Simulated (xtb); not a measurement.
xtb input (GFN2-xTB):

```bash
xtb mol.xyz --gfn 2 --ohess tight --chrg -1 --uhf 0
```
mol.xyz:
```
3

Sb     0.03206932    -0.00171595     1.19336912
I      0.97517363    -1.85351443    -0.61937742
I     -1.00966207     1.86040789    -0.58499760
```

Output:

```
           -------------------------------------------------
          |                Calculation Setup                |
           -------------------------------------------------

           -------------------------------------------------
          |                 G F N 2 - x T B                 |
           -------------------------------------------------

        Reference                      10.1021/acs.jctc.8b01176
      * Hamiltonian:
        H0-scaling (s, p, d)           1.850000    2.230000    2.230000
        zeta-weighting                 0.500000
      * Dispersion:
        s8                             2.700000
        a1                             0.520000
        a2                             5.000000
        s9                             5.000000
      * Repulsion:
        kExp                           1.500000    1.000000
        rExp                           1.000000
      * Coulomb:
        alpha                          2.000000
        third order                    shell-resolved
        anisotropic                    true
        a3                             3.000000
        a5                             4.000000
        cn-shift                       1.200000
        cn-exp                         4.000000
        max-rad                        5.000000

          ...................................................
          :                      SETUP                      :
          :.................................................:
          :  # basis functions                  30          :
          :  # atomic orbitals                  27          :
          :  # shells                            9          :
          :  # electrons                        20          :
          :  max. iterations                   250          :
          :  Hamiltonian                  GFN2-xTB          :
          :  restarted?                      false          :
          :  GBSA solvation                  false          :
          :  PC potential                    false          :
          :  electronic temp.          300.0000000     K    :
          :  accuracy                    1.0000000          :
          :  -> integral cutoff          0.2500000E+02      :
          :  -> integral neglect         0.1000000E-07      :
          :  -> SCF convergence          0.1000000E-05 Eh   :
          :  -> wf. convergence          0.1000000E-03 e    :
          :  Broyden damping             0.4000000          :
          :  net charge                         -1          :
          :  unpaired electrons                  0          :
          ...................................................

 iter      E             dE          RMSdq      gap      omega  full diag
   1     -9.9578621 -0.995786E+01  0.186E+01    2.33       0.0  T
   2    -10.0707042 -0.112842E+00  0.330E+01    1.73       1.0  T
   3    -10.1378867 -0.671825E-01  0.253E+01    1.87       1.0  T
   4    -10.1580218 -0.201351E-01  0.114E+01    2.42       1.0  T
   5    -10.1838688 -0.258469E-01  0.112E+00    2.23       1.0  T
   6    -10.1839732 -0.104442E-03  0.354E-01    2.23       1.0  T
[...]
     2  53 I    0.749 --     1 Sb   0.743
     3  53 I    0.749 --     1 Sb   0.743
 ---------------------------------------------------------------------------

Topologies differ in total number of bonds
Writing topology from bond orders to xtbtopo.mol

molecular dipole:
                 x           y           z       tot (Debye)
 q only:        0.036      -0.000       1.379
   full:        0.058       0.002       2.280       5.796
molecular quadrupole (traceless):
                xx          xy          yy          xz          yz          zz
 q only:        3.872      12.499     -12.837       0.096      -0.256       8.964
  q+dip:        7.001      20.327     -20.172       0.105      -0.421      13.170
   full:        4.005      17.294     -19.116       0.233      -0.344      15.111

           -------------------------------------------------
          |                Geometry Summary                 |
           -------------------------------------------------

      molecular mass/u    :      375.5687275
   center of mass at/Å    :       -0.0012163       0.0016903      -0.0202073
  moments of inertia/u·Å² :        0.2700440E+03   0.1334741E+04   0.1604785E+04
rotational constants/cm⁻¹ :        0.6242550E-01   0.1262989E-01   0.1050460E-01

           -------------------------------------------------
          |               Frequency Printout                |
           -------------------------------------------------
 projected vibrational frequencies (cm⁻¹)
eigval :       -0.00    -0.00    -0.00     0.00     0.00     0.00
eigval :       37.14   141.56   151.62
 reduced masses (amu)
   1:125.80   2:125.79   3:125.75   4:122.75   5:126.31   6:125.97   7:126.02   8:124.01
   9:124.31
 IR intensities (km·mol⁻¹)
   1:  0.34   2:  1.82   3:  4.84   4:  1.01   5:  3.84   6:  1.88   7:  0.81   8: 23.73
   9: 15.01
 Raman intensities (Ä⁴*amu⁻¹)
   1:  0.00   2:  0.00   3:  0.00   4:  0.00   5:  0.00   6:  0.00   7:  0.00   8:  0.00
   9:  0.00
 output can be read by thermo (or use thermo option).
 writing <g98.out> molden fake output.
 recommended (thermochemical) frequency scaling factor: 1.0
           -------------------------------------------------
          |             Thermodynamic Functions             |
           -------------------------------------------------

c2v symmetry found (for desy threshold:  0.10E+00) used in thermo

          ...................................................
          :                      SETUP                      :
          :.................................................:
          :  # frequencies                           3      :
          :  # imaginary freq.                       0      :
          :  linear?                             false      :
          :  only rotor calc.                    false      :
          :  symmetry                              c2v      :
          :  rotational number                       2      :
          :  scaling factor                  1.0000000      :
          :  rotor cutoff                   50.0000000 cm⁻¹ :
          :  imag. cutoff                  -20.0000000 cm⁻¹ :
          :.................................................:

    mode    ω/cm⁻¹     T·S(HO)/kcal·mol⁻¹    T·S(FR)/kcal·mol⁻¹   T·S(vib)
   ------------------------------------------------------------------------
       1     37.14    -1.61177 ( 23.34%)    -1.14448 ( 76.66%)    -1.25357
       2    141.56    -0.82966 ( 98.47%)    -0.74822 (  1.53%)    -0.82841
       3    151.62    -0.79063 ( 98.83%)    -0.72788 (  1.17%)    -0.78989
Note: The following floating-point exceptions are signalling: IEEE_DENORMAL
normal termination of xtb
   ------------------------------------------------------------------------

   temp. (K)  partition function   enthalpy   heat capacity  entropy
                                   cal/mol     cal/K/mol   cal/K/mol   J/K/mol
 298.15  VIB   23.7                 1355.918      5.012      9.633
         ROT  0.919E+06              888.752      2.981     30.267
         INT  0.218E+08             2244.670      7.993     39.900
         TR   0.704E+28             1481.254      4.968     43.643
         TOT                        3725.9239    12.9614    83.5424   349.5413

       T/K    H(0)-H(T)+PV         H(T)/Eh          T*S/Eh         G(T)/Eh
   ------------------------------------------------------------------------
    298.15    0.593764E-02    0.669017E-02    0.396937E-01   -0.330035E-01
   ------------------------------------------------------------------------

         :::::::::::::::::::::::::::::::::::::::::::::::::::::
         ::                  THERMODYNAMIC                  ::
         :::::::::::::::::::::::::::::::::::::::::::::::::::::
         :: total free energy         -10.217300432087 Eh   ::
         ::.................................................::
         :: total energy              -10.184296931158 Eh   ::
         :: zero point energy           0.000752535680 Eh   ::
         :: G(RRHO) w/o ZPVE           -0.033756036609 Eh   ::
         :: G(RRHO) contrib.           -0.033003500930 Eh   ::
         :::::::::::::::::::::::::::::::::::::::::::::::::::::

optimized geometry written to: xtbopt.xyz

           -------------------------------------------------
          | TOTAL ENERGY              -10.184296931158 Eh   |
          | TOTAL ENTHALPY            -10.177606757860 Eh   |
          | TOTAL FREE ENERGY         -10.217300432087 Eh   |
          | GRADIENT NORM               0.000005164059 Eh/α |
          | HOMO-LUMO GAP               1.627828322099 eV   |
           -------------------------------------------------

------------------------------------------------------------------------
------------------------------------------------------------------------
 total:
 SCF:
 ANC optimizer:
 analytical hessian:
```
